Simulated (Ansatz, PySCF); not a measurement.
CH₂N (SMILES C#[NH+]), charge +1, singlet, geometry from GFN2-xTB. Base run: PBE/6-311G** in PySCF.

Geometry (Å):
```xyz
4

C      0.0000     0.0000    -0.6003
N      0.0000     0.0000     0.5327
H      0.0000     0.0000    -1.6749
H      0.0000     0.0000     1.5482
```
Charge +1, spin multiplicity 1.
All else is at PySCF's defaults.

The same geometry, method and basis name were run in Ansatz (a first-principles code) and PySCF, at each program's defaults and at the settings that a row names. The base is PySCF at its defaults. Differences at the defaults can come from grids, fitting, cores and function types together.

```tsv
code and settings	ΔE vs base (µEh)	basis functions	E (Eh)	SCF cycles
PySCF, defaults (exact integrals, its default grid, spherical functions)	0.0	48	-93.61514	8
Ansatz, defaults (factorised integrals, its default grid, spherical functions)	-0.9	48	-93.61514	-
PySCF, density fitting with def2-universal-jkfit	-33.9	48	-93.61517	8
PySCF, fine grid	0.3	48	-93.61514	8
Ansatz, high accuracy	0.3	48	-93.61514	-
```
